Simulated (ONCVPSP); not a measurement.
Which change was made? (Mn, ONCV)

- Element: manganese
- Generator: ONCVPSP 4.0.1
- Type: optimised norm-conserving Vanderbilt (ONCV)
- Functional: PW91
- Relativity: scalar-relativistic
- Frozen core: [Ar]
- Valence charge: 7
- Reference configuration: 3d5 4s1.5 (charge +0.5)
- Partial waves: 4s: rc 2.05 bohr, ncon 5, nbas 10, qcut 3.7 1/bohr, 2 projectors, debl 1.1 Ha; p scattering state at 0.02 Ha: rc 1.75 bohr, ncon 3, nbas 7, qcut 5.2 1/bohr, 3 projectors, debl 2 Ha; 3d: rc 2.05 bohr, ncon 4, nbas 9, qcut 8 1/bohr, 2 projectors, debl 3.8 Ha
- Local potential: polynomial inside 1.55 bohr (lpopt 3, dvloc0 0 Ha)
- Core correction: Teter function, fcfact 5.5, rcfact 1.3

Cutoffs, loose and tight: the cutoffs (Ha) at which the residual kinetic energy of the hardest occupied pseudo-wave falls to 1 and 0.1 mHa per electron. They do not see the model core or the augmentation charge, which bear on the density cutoff. Test errors are all-electron minus pseudo excitation energies from the reference, over the configurations 3d5 4s2; 3d5 4s1; 3d5 4s0; 3d6 4s0; variants that change the core or the reference have their own tests.

The base gives: outcome: generated; cutoff, loose: 25 Ha; cutoff, tight: 51 Ha; bound ghosts: s, p; GHOST(+) flags above zero: p; largest test error (meV): -25.

**Question.** After one change the result is: outcome: generated; cutoff, loose: 25 Ha; cutoff, tight: 51 Ha; bound ghosts: s, p; GHOST(+) flags above zero: p; largest test error (meV): +45. Which change was it?
A. core correction Teter function, fcfact 2.6, rcfact 1.3
B. all radii but the core radius scaled by about 1.14 (s 2.34, p 2.00, d 2.34 bohr); local potential polynomial inside 1.76 bohr (lpopt 3, dvloc0 0 Ha)
C. core correction Teter function, fcfact 5.5, rcfact 1.06

**Answer.** A. The others give: core correction Teter function, fcfact 5.5, rcfact 1.06 → outcome: generated; cutoff, loose: 25 Ha; cutoff, tight: 51 Ha; bound ghosts: s, p; GHOST(+) flags above zero: p; largest test error (meV): +63 | all radii but the core radius scaled by about 1.14 (s 2.34, p 2.00, d 2.34 bohr); local potential polynomial inside 1.76 bohr (lpopt 3, dvloc0 0 Ha) → outcome: failed: ERROR pspot: first pseudo wave function has node, program will stop.
